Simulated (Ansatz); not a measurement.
Reaction (ligand exchange at the Si–S bond): `CSS[SiH2]O` + H–F → `O[SiH2]F` + `CSS`

Calculated with Ansatz (gas phase, PBE0-D4/def2-TZVP geometries, no zero-point term in ΔE). CBS: MP2 limit from def2 TZ/QZ plus the TZ coupled-cluster correction, frozen cores. This one scheme is used for every species. DFT in def2-TZVPP. Each species was taken in one conformer, which may not be the lowest.

| level | ΔE (kJ/mol) |
| --- | --- |
| r2SCAN-D4 | -82.6 |
| B97M-V | -87.9 |
| BHLYP-D4 | -90.0 |
| PBE-QIDH | -78.9 |
| LC-ωPBE | -87.7 |
| RPA@PBE/def2-TZVPP | -88.0 |
| HF/def2-TZVPP | -116.6 |
| SCS-MP2/def2-QZVPP | -86.4 |

Question: What does CCSD(T)/CBS give? (An estimate is asked.)

Answer: The calculation gave: -79.2 kJ/mol. The listed levels differ from it by -3.4, -8.7, -10.8, 0.3, -8.5, -8.8, -37.4, -7.2 kJ/mol.

Largest T1 diagnostic among the species: 0.012.

Leaving LDA and LC-ωPBE aside and taking each functional with its dispersion term where it has one, the values, not all of them listed here, spread over 32.1 kJ/mol, from CAM-B3LYP-D4 to revPBE-D4. LDA lies +7.1 kJ/mol from PBE without D4. In def2-TZVPP, CCSD(T) changes the Hartree–Fock value by +33.3 kJ/mol (the triples alone add +6.5 kJ/mol) and MP2 by +39.0 kJ/mol. The D4 term adds +15.9 kJ/mol with B3LYP and +8.8 kJ/mol with PBE0; it sums over pairs of atoms, weighted by their polarisabilities, and B3LYP, whose exchange is more repulsive, gets the larger term.

CCSD(T)/CBS has its own doubt, a few kJ/mol and more with outer-core shells, so smaller differences from it don't rank the levels.

B3LYP here is the variant with VWN-RPA as its local correlation; programs differ in this.
